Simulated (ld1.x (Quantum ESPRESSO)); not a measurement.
# Transferability test, TM potential for boron (B)

ld1.x (Quantum ESPRESSO) 7.5 input, shortened:

```
&input
   title='B', zed=5., rel=2, dft='PBE', iswitch=3,
   config='[He] 2s2 2p1 3d-2', rel_dist='average'
 /
 &inputp
   pseudotype=2, tm=.true., lloc=-2, rcloc=1.45,
   nlcc=.false.
 /
3
2S  1  0   2.00   0.00  1.60  1.60  0.0
2P  2  1   1.00   0.00  3.65  3.65  0.0
3D  3  2  -2.00   0.05  3.00  3.00  0.0
 &test
   configts(1)='2s2 2p1'
 /
```

Open shells are filled in proportion to 2j + 1 (rel_dist='average').

Energies are relative to the spin-unpolarised reference configuration 2s2 2p1; without spin polarisation the order of configurations can differ from experiment. The frozen-core shift is the all-electron ΔE with the core orbitals held at their reference shape minus the fully relaxed ΔE.

```tsv
valence configuration	charge	ΔE all-electron (eV)	error AE − PS (meV)	frozen-core shift (meV)
2s2 2p0	+1	8.220	+168	+0.3
2s1 2p0	+2	33.642	+490	+5.5
2s2 2p0.5	+0.5	2.887	+25	0.0
2s0 2p3	0	11.721	-101	+1.8
2s2 2p1.3	-0.3	-0.738	+2.4	0.0
```

(1) What are ΔE and the potential's error for 2s1 2p1?

(2) What are ΔE and the potential's error for 2s1 2p2?

Levels in the configuration 2s2 2p0.5:

```
   level  all-electron (eV)  pseudo (eV)
2s j=1/2            -14.130      -14.073
2p j=1/2             -8.090       -7.960
2p j=3/2             -8.086       -7.956
```

Results:

(1) ΔE = 14.361 eV all-electron; the error (AE − PS) is -83 meV.

(2) ΔE = 5.851 eV all-electron; the error (AE − PS) is -27 meV.
